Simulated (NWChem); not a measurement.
The numbers come from NWChem runs, not from measurements. System: OPb, charge 0, spin multiplicity 1, at a geometry optimised with PBE/def2-SVP with def2 effective core potentials on Pb. The structure started from a generated list of species. Level: RHF/def2-TZVP with def2 effective core potentials on Pb.

NWChem printed:

```
             Northwest Computational Chemistry Package (NWChem) 7.3.0
             --------------------------------------------------------

                                NWChem Input Module
                                -------------------

 Scaling coordinates for geometry "geometry" by  1.889725989
 (inverse scale =  0.529177249)

 Turning off AUTOSYM since
 SYMMETRY directive was detected!

                             Geometry "geometry" -> ""
                             -------------------------

 Output coordinates in angstroms (scale by  1.889725989 to convert to a.u.)

  No.       Tag          Charge          X              Y              Z
 ---- ---------------- ---------- -------------- -------------- --------------
    1 Pb                  82.0000     0.00000000     0.00000000     0.17463300
    2 O                    8.0000     0.00000000     0.00000000    -1.78998700

 Effective nuclear repulsion energy (a.u.)     176.6958879294

            Nuclear Dipole moment (a.u.)
            ----------------------------
        X                 Y               Z
 ---------------- ---------------- ----------------
     0.0000000000     0.0000000000     0.0000188973

      Symmetry information
      --------------------

 Group name             C2v
 Group number             16
 Group order               4
 No. of unique centers     2

      Symmetry unique atoms

     1    2


 Summary of "ao basis" -> "" (spherical)
 ------------------------------------------------------------------------------
       Tag                 Description            Shells   Functions and Types
 ---------------- ------------------------------  ------  ---------------------
 *                         def2-tzvp                  on all atoms

 Summary of "ao basis" -> "ao basis" (spherical)
 ------------------------------------------------------------------------------
       Tag                 Description            Shells   Functions and Types
 ---------------- ------------------------------  ------  ---------------------
 Pb                        def2-tzvp                16       50   6s5p3d2f
 O                         def2-tzvp                11       31   5s3p2d1f

                                 NWChem SCF Module
                                 -----------------

  ao basis        = "ao basis"
  functions       =    81
  atoms           =     2
  closed shells   =    15
  open shells     =     0
  charge          =   0.00
  wavefunction    = RHF
  use symmetry    = T
  symmetry adapt  = T

 Summary of "ao basis" -> "ao basis" (spherical)
 ------------------------------------------------------------------------------
       Tag                 Description            Shells   Functions and Types
 ---------------- ------------------------------  ------  ---------------------
 Pb                        def2-tzvp                16       50   6s5p3d2f
 O                         def2-tzvp                11       31   5s3p2d1f

      Symmetry analysis of basis
      --------------------------

        a1         35
        a2          8
        b1         19
        b2         19

 Forming initial guess at       0.1s

      Superposition of Atomic Density Guess
      -------------------------------------

 Sum of atomic energies:        -294.14493010

      Non-variational initial energy
      ------------------------------

 Total energy =    -266.338007
 1-e energy   =    -533.465032
 2-e energy   =     219.720812
 HOMO         =      -0.357665
 LUMO         =      -0.047954

      Symmetry analysis of molecular orbitals - initial
      -------------------------------------------------

 !! scf_movecs_sym_adapt:   54 vectors were symmetry contaminated

  Symmetry fudging

 !! scf_movecs_sym_adapt:   44 vectors were symmetry contaminated

  Numbering of irreducible representations:

     1 a1          2 a2          3 b1          4 b2

  Orbital symmetries:

     1 a1          2 a1          3 a1          4 b1          5 b2
     6 a1          7 b2          8 b1          9 a1         10 a2
    11 a1         12 a1         13 b1         14 b2         15 a1
    16 b1         17 b2         18 a1         19 b1         20 b2
    21 a1         22 a2         23 a1         24 a1         25 b1

 Starting SCF solution at       1.1s

 ----------------------------------------------
         Quadratically convergent ROHF

 Convergence threshold     :          1.000E-07
 Maximum no. of iterations :          100
 Final Fock-matrix accuracy:          1.000E-09
 ----------------------------------------------

              iter       energy          gnorm     gmax       time
             ----- ------------------- --------- --------- --------
                 1     -266.4402103983  1.90D+00  5.23D-01      1.2
                 2     -266.6428732081  5.48D-01  1.79D-01      1.2
                 3     -266.6662684178  4.66D-01  1.75D-01      1.2
                 4     -266.6757233344  9.09D-02  2.87D-02      1.3
                 5     -266.6763814625  3.34D-03  1.04D-03      1.3
                 6     -266.6763835936  9.00D-06  2.48D-06      1.4
                 7     -266.6763835936  4.18D-09  9.56D-10      1.5

       Final RHF  results
       ------------------

         Total SCF energy =   -266.676383593562
      One-electron energy =   -534.739528722558
      Two-electron energy =    220.656931294286
 Nuclear repulsion energy =     47.406213834709

        Time for solution =      0.4s

       Symmetry analysis of molecular orbitals - final
       -----------------------------------------------

  Numbering of irreducible representations:

     1 a1          2 a2          3 b1          4 b2

  Orbital symmetries:

     1 a1          2 a1          3 b1          4 b2          5 a1
     6 a1          7 a2          8 a1          9 b2         10 b1
    11 a1         12 a1         13 b2         14 b1         15 a1
    16 b1         17 b2         18 a1         19 b1         20 b2
    21 a1         22 a1         23 a2         24 a1         25 b1

             Final eigenvalues
             -----------------

              1
    1  -20.4831
    2   -6.2024
    3   -3.8908
    4   -3.8908
    5   -3.8759
    6   -1.1907
    7   -1.1150
    8   -1.1150
    9   -1.1006
   10   -1.1006
   11   -1.0463
   12   -0.5930
   13   -0.3726
   14   -0.3726
   15   -0.3632
   16    0.0055
   17    0.0055
   18    0.0845
   19    0.1721
   20    0.1721
   21    0.2397
   22    0.2759
   23    0.2759
   24    0.3350
   25    0.3384

                       ROHF Final Molecular Orbital Analysis
                       -------------------------------------

 Vector   13  Occ=2.000000D+00  E=-3.726474D-01  Symmetry=b2
              MO Center= -9.6D-31, -1.4D-15, -1.6D+00, r^2= 1.3D+00
   Bfn.  Coefficient  Atom+Function         Bfn.  Coefficient  Atom+Function
  ----- ------------  ---------------      ----- ------------  ---------------
    57      0.408228  2 O  py                60      0.368753  2 O  py
    63      0.291630  2 O  py                17      0.164773  1 Pb py

 Vector   14  Occ=2.000000D+00  E=-3.726474D-01  Symmetry=b1
              MO Center= -6.7D-16, -2.3D-30, -1.6D+00, r^2= 1.3D+00
   Bfn.  Coefficient  Atom+Function         Bfn.  Coefficient  Atom+Function
  ----- ------------  ---------------      ----- ------------  ---------------
    56      0.408228  2 O  px                59      0.368753  2 O  px
    62      0.291630  2 O  px                16      0.164773  1 Pb px

 Vector   15  Occ=2.000000D+00  E=-3.632387D-01  Symmetry=a1
              MO Center= -9.3D-16, -3.2D-15, -7.0D-01, r^2= 3.0D+00
   Bfn.  Coefficient  Atom+Function         Bfn.  Coefficient  Atom+Function
  ----- ------------  ---------------      ----- ------------  ---------------
     6      0.367782  1 Pb s                 58     -0.350043  2 O  pz
    61     -0.318215  2 O  pz                12     -0.312072  1 Pb pz
    18      0.260914  1 Pb pz                15      0.244825  1 Pb pz
    64     -0.245271  2 O  pz                 3     -0.183495  1 Pb s
     5      0.150225  1 Pb s

 Vector   16  Occ=0.000000D+00  E= 5.490803D-03  Symmetry=b1
              MO Center= -8.1D-16,  1.0D-30,  2.5D-01, r^2= 5.3D+00
   Bfn.  Coefficient  Atom+Function         Bfn.  Coefficient  Atom+Function
  ----- ------------  ---------------      ----- ------------  ---------------
    19      0.630996  1 Pb px                16      0.310202  1 Pb px
    10     -0.298550  1 Pb px                13      0.218868  1 Pb px
    62     -0.208618  2 O  px                56     -0.161673  2 O  px

 Vector   17  Occ=0.000000D+00  E= 5.490803D-03  Symmetry=b2
              MO Center= -2.6D-30, -1.2D-15,  2.5D-01, r^2= 5.3D+00
   Bfn.  Coefficient  Atom+Function         Bfn.  Coefficient  Atom+Function
  ----- ------------  ---------------      ----- ------------  ---------------
    20      0.630996  1 Pb py                17      0.310202  1 Pb py
    11     -0.298550  1 Pb py                14      0.218868  1 Pb py
    63     -0.208618  2 O  py                57     -0.161673  2 O  py

 Vector   18  Occ=0.000000D+00  E= 8.445553D-02  Symmetry=a1
              MO Center= -4.4D-15,  8.5D-15,  7.1D-01, r^2= 8.8D+00
   Bfn.  Coefficient  Atom+Function         Bfn.  Coefficient  Atom+Function
  ----- ------------  ---------------      ----- ------------  ---------------
    21      1.277666  1 Pb pz                18     -0.586245  1 Pb pz
     5     -0.280812  1 Pb s                 34      0.279144  1 Pb d  0
    15      0.162435  1 Pb pz                64     -0.151549  2 O  pz

 center of mass
 --------------
 x =   0.00000000 y =   0.00000000 z =   0.06487391

 moments of inertia (a.u.)
 ------------------
         204.719065377984           0.000000000000           0.000000000000
           0.000000000000         204.719065377984           0.000000000000
           0.000000000000           0.000000000000           0.000000000000

  Mulliken analysis of the total density
  --------------------------------------

    Atom       Charge   Shell Charges
 -----------   ------   -------------------------------------------------------
    1 Pb  22    21.15   0.06 -0.59  1.78  0.76  1.07  0.80 -0.62  6.56  0.46  0.60  0.11  9.10  0.88  0.11  0.04  0.00
    2 O    8     8.85   0.79  1.18  0.60  0.96  0.39  1.73  1.93  1.26  0.00  0.01  0.00

       Multipole analysis of the density wrt the origin
       ------------------------------------------------

     L   x y z        total         open         nuclear
     -   - - -        -----         ----         -------
     0   0 0 0      0.000000      0.000000     30.000000

     1   1 0 0      0.000000      0.000000      0.000000
     1   0 1 0      0.000000      0.000000      0.000000
     1   0 0 1      2.456978      0.000000    -19.800492

     2   2 0 0    -21.954271      0.000000      0.000000
     2   1 1 0      0.000000      0.000000      0.000000
     2   1 0 1     -0.000000      0.000000      0.000000
     2   0 2 0    -21.954271      0.000000      0.000000
     2   0 1 1     -0.000000      0.000000      0.000000
     2   0 0 2    -33.761342      0.000000     93.930971

 Task  times  cpu:        1.5s     wall:        1.5s

 Total times  cpu:        1.6s     wall:        1.6s
```

Problem. Write an NWChem input that would produce this output.

Solution. One answer among several that fit: 
```
start mol
memory heap 200 mb stack 900 mb global 1100 mb
geometry units angstroms nocenter noautoz
  Pb     0.000000     0.000000     0.174633
  O      0.000000     0.000000    -1.789987
  symmetry group C2v
end
basis spherical
  * library def2-tzvp
end
ecp
  Pb library def2-ecp
end
scf
  rhf
  nopen 0
  maxiter 100
  thresh 1e-7
  semidirect memsize 60000000 filesize 0
end
task scf energy
```
